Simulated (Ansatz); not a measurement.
A run for Ansatz (a first-principles code): R-wB97M-V/def2-TZVPPD on H6OSi (a complex), monomers drawn apart or pushed together. Files ending in .json are basis or fitting sets from the Basis Set Exchange.

Ansatz 0.2 input:
```yaml
crystal:
  periodic: [false, false, false]
  atoms:
    - {symbol: O, position_ang: [0.46462237, 0.31230193, 0.34750096]}
    - {symbol: H, position_ang: [0.07303512, -0.46952391, -0.05624283]}
    - {symbol: H, position_ang: [-0.11752488, 1.04178970, 0.10951450]}
    - {symbol: Si, position_ang: [-0.68760742, -0.43695217, 5.81616646]}
    - {symbol: H, position_ang: [-1.07609826, -1.65181302, 5.06561675]}
    - {symbol: H, position_ang: [-1.04987383, -0.64179061, 7.24148181]}
    - {symbol: H, position_ang: [-1.44265018, 0.73339353, 5.31557346]}
    - {symbol: H, position_ang: [0.76684689, -0.20337231, 5.72229538]}
basis:
  gaussian:
    orbitals: def2-TZVPPD.json
hamiltonian:
  xc: {name: wB97M-V}
scf: {lower_state_search: off}
```

Program output:

```
Functional definition: wB97M-V
[...]
these checks for a lower state are left out or cut short: stability, starts, cluster_reference, orbital_swaps, neighbouring_geometries, increment
integrals: 0.09 GiB planned
848 factors; their error is unknown
integrals: 0.13 GiB planned
278 factors; integrals over basis functions are off by at most 3.3e-5 eV
mean field: 0.84 GiB planned
mean field evaluation 1: about -10018.1747 eV, gradient 4.5e1 eV
mean field evaluation 2: about -10017.5529 eV, gradient 5.1e1 eV
mean field evaluation 4: about -10021.4801 eV, gradient 3.3e-1 eV
mean field evaluation 8: about -10021.4899 eV, gradient 3.7e-2 eV
mean field evaluation 16: about -10021.4900 eV, gradient 4.4e-6 eV
mean field -10021.48995248 eV, -368.2829629439 hartree, gradient 4.4e-6 eV, S^2 0.000000; 0 other end points of the search recorded, 0 dependent functions left out
reference -10021.49002607 eV, -368.2829656481 hartree; 14, 14 occupied and 176, 176 virtual orbitals, 848 factors
Total energy: -10021.49002607 eV, -368.2829656481 hartree
Checks for a lower state left out: stability, starts, cluster_reference, orbital_swaps, neighbouring_geometries, increment
```

The run converged.

Cost: around 5 core-seconds (rough).
